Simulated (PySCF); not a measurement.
C2H4OSe, SMILES C1OC[Se]1. Heavy atoms are numbered as in [CH2:1]1[O:2][CH2:3][Se:4]1. Hydrogens are named by the atom that carries them.

Geometry: PBE-D3(BJ)/def2-SVP. This is a generated structure with no PubChem entry under its InChIKey; it may be hypothetical.

Computed with PBE/pcSseg-1 (PySCF).

GIAO shieldings, no solvent; atoms alike by connectivity are averaged. δ = σ(ref) − σ: ¹³C against TMS (σ = 182.0 ppm); ¹⁷O against H2O (σ = 334.3 ppm); ⁷⁷Se against Me2Se (σ = 1634.8 ppm); ¹H against TMS (σ = 31.49 ppm), references at their B3LYP-D3(BJ)/def2-TZVP geometries, non-relativistic.

```
nucleus     atoms  count  δ (ppm)
-------  --------  -----  -------
¹³C      C1 (CH2)      2     79.9
¹⁷O            O2      1     75.5
⁷⁷Se          Se4      1    454.4
¹H        H on C1      4     6.42
```
